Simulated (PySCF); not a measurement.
**Computed beside measured shifts**

System: (CF3CO)2NCH3 (C5H3F6NO2), SMILES CN(C(=O)C(F)(F)F)C(=O)C(F)(F)F.

Atom-mapped SMILES (hydrogens are numbered by the atom that bears them): [CH3:1][N:2]([C:3](=[O:4])[C:5]([F:6])([F:7])[F:8])[C:9](=[O:10])[C:11]([F:12])([F:13])[F:14]

Computed with GIAO PBE0/pcSseg-2, gas phase, PySCF SCF with an in-house response code, fitting set def2-universal-JFIT up to Ne and JKFIT beyond, grid level 2, non-relativistic, on the PBE0-D3(BJ)/def2-SVP geometry.

One optimised conformer. Values are averaged over the atoms that symmetry or fast rotation interchanges, on this one geometry and without vibrational averaging. Shifts are the reference shielding less the shielding here, at the same level (13C, 1H against isolated TMS; 19F against isolated CFCl3; 15N against isolated NH3; 17O against isolated H2O); nuclei without a reference have shieldings only.

Problem. What shifts does this level give for F6/7/8/12/13/14, and how do they compare with measurement?

Solution. 
```json
{"atom": "F6/7/8/12/13/14", "nucleus": "19F", "computed / ppm": "-82.0", "measured / ppm": "-71.3", "computed less measured": "-10.7", "measured against": "CFCl3", "medium of the measurement": "not stated"}
```

Computed 19F and 31P shifts carry an offset from the reference molecule (CFCl3 is hard for DFT, lone H3PO4 or PH3 isn't the 85 % acid), so differences between compounds are more accurate than the values.

Measured values: G. Saielli, R. Bini, A. Bagno, Computational 19F NMR. 2. Organic compounds, RSC Adv. 2014, ESI.
